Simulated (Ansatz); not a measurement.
AlAsF$_{3}$H$_{3}$ (`[F][Al-]([F])([F])[AsH3+]`). The species carries charge 0 and has multiplicity 1. The geometry is a stationary point of PBE0-D4/def2-TZVP.

```xyz
8

F    -0.519   -1.260   -1.948
Al    0.516   -1.210   -0.665
F     0.274   -2.294    0.556
F     2.061   -0.707   -0.946
As   -0.394    0.923    0.506
H    -1.573    1.633   -0.097
H     0.524    2.101    0.674
H    -0.890    0.814    1.921
```

Problem. What is the dipole moment at ωB97M-V/def2-TZVPP? (Estimate.)

Solution. Ansatz gave: 5.39 D, with components (-1.89, 4.42, 2.43) D in this frame, pointing from negative to positive charge.

Problem. And with PBE, r2SCAN, B3LYP? (Estimate.)

Solution. Ansatz gave: PBE 5.34 D, r2SCAN 5.45 D, B3LYP 5.40 D.

Problem. Give the Mulliken charges with ωB97M-V, PBE, r2SCAN in def2-TZVPP. (An estimate is asked.)

Solution. Computed: 
| atom | ωB97M-V | PBE | r2SCAN |
| --- | --- | --- | --- |
| F1 | -0.36 | -0.33 | -0.37 |
| Al2 | 0.80 | 0.70 | 0.84 |
| F3 | -0.36 | -0.33 | -0.37 |
| F4 | -0.36 | -0.33 | -0.37 |
| As5 | 0.08 | 0.18 | 0.17 |
| H6 | 0.07 | 0.04 | 0.03 |
| H7 | 0.07 | 0.04 | 0.03 |
| H8 | 0.07 | 0.04 | 0.03 |

B3LYP here is the variant with VWN-RPA as its local correlation; programs differ in this.
